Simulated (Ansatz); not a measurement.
Geometry optimisation, Ansatz 0.2.0, RHF/def2-SVP.

Input file:

```yaml
crystal:
  periodic: [false, false, false]
  atoms:
    - { symbol: B, position_ang: [-0.173179, -0.313494, 0.014913] }
    - { symbol: O, position_ang: [-0.046543, -0.52279, 1.366741] }
    - { symbol: H, position_ang: [-0.859529, -0.545072, 1.848747] }
    - { symbol: O, position_ang: [0.89571, -0.353447, -0.781809] }
    - { symbol: H, position_ang: [1.704487, -0.520167, -0.321423] }
    - { symbol: Cl, position_ang: [-1.779499, -0.063666, -0.711153] }
    - { symbol: H, position_ang: [0.265836, 1.986874, 0.554743] }
    - { symbol: H, position_ang: [0.335618, 1.660661, 1.179939] }
basis:
  gaussian: { orbitals: def2-SVP }
hamiltonian:
  xc: hf
relax:
  f_tol: 0.03
  max_steps: 50
```

Run as:

```bash
$ ansatz run input.yaml --threads 1 --pin off --max-ram 2048MiB --backend cpu --events-out ev --progress --plain --runs-dir out
```

Question: Where does it end, and by what steps?

Answer: It converged. The force dipped under the threshold on the way, but the program's further checks kept it going. After 11 steps the energy has fallen by 0.276 eV; H7 moved furthest, 0.88 Å.

```csv
step,energy less start (eV),largest force component (eV/Å),accepted
0,0.0000,1.298,yes
1,-0.1772,0.537,yes
2,-0.1931,1.118,yes
3,-0.2598,0.222,yes
4,-0.2555,1.154,no
5,-0.2669,0.146,yes
6,-0.2723,0.024,yes
7,-0.2743,0.034,yes
8,-0.2750,0.027,yes
9,-0.2749,0.113,no
10,-0.2753,0.023,yes
11,-0.2756,0.030,yes
```

```xyz
8
Properties=species:S:1:pos:R:3
B -0.204 -0.616 -0.045
O -0.087 -0.824 1.278
H -0.891 -0.775 1.772
O 0.862 -0.656 -0.850
H 1.671 -0.838 -0.394
Cl -1.801 -0.279 -0.768
H 0.282 2.837 0.771
H 0.512 2.479 1.387
```

Whether the end is a true minimum wasn't checked by a vibrational analysis.

The run took 24 s on 1 thread of Arm Neoverse N1, on a shared host, peak memory 0.14 GiB.
